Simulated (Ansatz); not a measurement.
```xyz
14

C     2.150    0.515   -0.033
C     0.941   -0.055   -0.091
C     0.795   -1.503   -0.458
Al   -0.557    1.124    0.330
C    -2.399    0.474    0.309
H     3.066   -0.039   -0.247
H     2.281    1.561    0.232
H     0.299   -2.066    0.340
H     0.169   -1.626   -1.348
H     1.762   -1.978   -0.656
H    -0.187    2.628    0.696
H    -3.138    1.270    0.426
H    -2.560   -0.245    1.121
H    -2.622   -0.060   -0.621
```

The species carries charge 0 and has multiplicity 1.

(1) List the PBE0/def2-TZVPP orbital energies in eV (Ansatz 0.2.0). (An estimate is asked.)

## Answers

(1) The calculation gave: Occupied: -1527.12, -278.08, -277.95, -277.87, -277.32, -113.03, -73.17, -72.95, -72.93, -21.86, -19.13, -18.93, -14.87, -12.89, -11.75, -11.54, -10.99, -10.95, -10.44, -10.03, -7.98, -7.54, -7.49. Lowest empty: -1.16, 0.57, 0.61, 1.48, 1.79, 2.63, 2.65, 2.89.
